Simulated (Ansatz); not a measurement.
Worked example: SnBr4 + C2H4F2 → SnHBr3 + C2H3BrF2

Gas-phase species: SnBr4 (stannic bromide) `[Br][Sn]([Br])([Br])[Br]`, singlet; C2H4F2 (1,2-difluoroethane) `FCCF`, singlet; SnHBr3 `[Br][SnH]([Br])[Br]`, singlet; C2H3BrF2 `FCC(F)Br`, singlet. The partners trade Br for H: Sn–Br and C–H bonds give way to Sn–H and C–Br.

Shapes, held fixed at every level: PBE0-D4/def2-TZVP. Flexible molecules stand in one conformer, not always the lowest. Programs: Ansatz 0.2.0. Electronic energies: no zero-point or thermal term.

At CCSD(T)/def2-TZVPP; 1 Eh = 2625.50 kJ/mol:

```
 species    energy (Eh)
   SnBr4  -10504.678001
  C2H4F2    -277.940427
  SnHBr3   -7932.515503
C2H3BrF2   -2850.047770
```

Task: Work out ΔE of the reaction at this level.

Result: 
1. Products less reactants: (-7932.515503) + (-2850.047770) − [(-10504.678001) + (-277.940427)] = 0.055155 Eh = +144.8 kJ/mol.

Other levels give +146.8 (wB97X-V/def2-TZVPP) to +161.5 kJ/mol (HF/def2-TZVPP). No measured value is set beside it here. For atoms past krypton def2 sets carry core potentials with scalar relativity. Relativity is left out for Br. Outer-core shells of Br, Sn are correlated, in sets that cover them unevenly.
